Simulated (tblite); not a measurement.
Compound: C6H3ClO2 (charge +1 and doublet state).
Atom-mapped SMILES: `[CH+:1]=[C:2][C@H:3]1[CH:4]=[C:5]([Cl:6])[O:7][C:8]1=[O:9]` (hydrogens: H10 on C1; H11 on C3; H12 on C4)

Structure used (GFN2-xTB), in Å, numbered top down from 1:
```xyz
12
C6H3ClO2 angstrom
C     -2.565   -0.925   -0.570
C     -1.500   -0.620   -0.094
C     -0.237   -0.217    0.452
C      0.987   -0.685   -0.226
C      1.862    0.368   -0.288
Cl     3.432    0.425   -0.845
O      1.324    1.516    0.182
C      0.027    1.332    0.562
O     -0.718    2.169    0.909
H     -3.503   -1.171   -0.987
H     -0.239   -0.526    1.517
H      1.132   -1.667   -0.637
```

Structure optimised with GFN2-xTB, isolated species. This method treats the open shell by occupation alone, without spin polarisation.

Take the most abundant isotopes and a rigid rotor. 

**Question.** What are A, B and C (GHz)?

**Answer.** Ia = 173.39, Ib = 569.92, Ic = 715.94 u·Å²; 505379 MHz·u·Å²/I gives 2915, 886.7 and 705.9 MHz, that is A = 2.9146, B = 0.8867, C = 0.7059 GHz.

**Question.** Classify the top.

**Answer.** An asymmetric top; Ray's κ = -0.836.

**Question.** Is it planar, by Δ = Ic − Ia − Ib?

**Answer.** Not planar: Δ = Ic − Ia − Ib = -27.38 u·Å². For a rigid frame Δ = −2 Σ m c², so Σ m c² = 13.69 u·Å² lies off the ab plane: 3.82 from hydrogen and 9.87 from heavier atoms. The atom farthest from that plane is 1.64 Å away.

**Question.** Give the other two planar moments, Paa and Pbb, and the rms extents of the mass along the axes.

**Answer.** Paa = Σ m a² = (Ib + Ic − Ia)/2 = 556.23 and Pbb = Σ m b² = (Ia + Ic − Ib)/2 = 159.70 u·Å². With the mass M = 141.98 u, the rms extents √(P/M) along a, b and c are 1.98, 1.06, 0.31 Å.

For this open shell read J as N, the rotation without spin; fine and hyperfine splittings come on top. Its GFN2-xTB frequencies are all real (lowest 80 cm⁻¹). Constants of a rigid frame at the computed geometry: no zero-point averaging, no centrifugal distortion.
